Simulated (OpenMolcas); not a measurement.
Ru3+ among 6 point charges of -1.7 e arranged as an octahedron (Oh).

| Property | Result |
| --- | --- |
| Program | OpenMolcas |
| Method | CASSCF |
| Basis | ANO-RCC-VDZP [6s5p3d1f] |
| Scalar Hamiltonian | DKH2, point nucleus |
| Active space | 5 electrons in 5 orbitals (4d) |
| State averaging | 2S+1 = 6 even, 1 root; 2S+1 = 4 even, 24 roots; 2S+1 = 2 even, 75 roots |
| Spin-orbit coupling | state interaction with AMFI integrals over the reference wave functions |

All point charges move together. At R = 1.8 Å |10Dq| is 13799 cm-1, and at R = 1.95 Å it is 9830 cm-1.

Q: A third run gives 7242 cm-1. What distance was it run at?

A: With a power law R^-n the two known points give n = -ln(9830 / 13799) / ln(1.95 / 1.8) = 4.24. Then R = 1.8 × (13799 / 7242)^(1/4.24) = 2.096 Å. The run was at 2.09 Å, so the estimate is off by +0.006 Å.

Without dynamic correlation the repulsion within the d shell is too large (B by tens of per cent), so at a given field states of lower spin stand too high. Point charges give a weaker field than real ligands, and real ions of this kind are as a rule low spin; the high spin found here belongs to the model. This field is weak: 10Dq is about 13799 cm-1, while octahedral complexes of 4d ions of charge 3 and more, computed by the same method with explicit ligands, had a median near 25000 cm-1. Ground spin and moment need not be those of a real site (figures for R = 1.8; the like holds for R = 1.95, R = 2.09). This is an electrostatic model: the charges have no orbitals. No measured value stands beside these numbers.
